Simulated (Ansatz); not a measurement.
Consider the formal exchange of groups at the Si–F bond: `O[SiH2][SiH](F)Cl` + SiH₄ → `O[SiH2][SiH]([SiH3])Cl` + H–F.

Computed with Ansatz on PBE0-D4/def2-TZVP structures; ΔE is electronic, products minus reactants. CBS: MP2 limit from def2 TZ/QZ plus the TZ coupled-cluster correction, frozen cores. This one scheme is used for every species. Each species was taken in one conformer, which may not be the lowest.

```json
{"species": "`O[SiH2][SiH](F)Cl`", "CCSD(T)/CBS(def2) energy (Eh)": "-1215.46498"}
{"species": "SiH₄", "CCSD(T)/CBS(def2) energy (Eh)": "-291.46306"}
{"species": "`O[SiH2][SiH]([SiH3])Cl`", "CCSD(T)/CBS(def2) energy (Eh)": "-1406.48439"}
{"species": "H–F", "CCSD(T)/CBS(def2) energy (Eh)": "-100.39570"}
```

Question: Work out ΔE.

Answer: ΔE = (-1406.48439) + (-100.39570) − (-1215.46498) − (-291.46306) = 0.04795 Eh = +30.1 kcal/mol.

Largest T1 diagnostic among the species: 0.012.

The D4 term adds −2.5 kcal/mol with B3LYP and −1.4 kcal/mol with PBE0; it sums over pairs of atoms, weighted by their polarisabilities, and B3LYP, whose exchange is more repulsive, gets the larger term. In def2-TZVPP, CCSD(T) changes the Hartree–Fock value by −7.8 kcal/mol (the triples alone add −1.1 kcal/mol) and MP2 by −7.1 kcal/mol.

B3LYP here is the variant with VWN-RPA as its local correlation; programs differ in this.
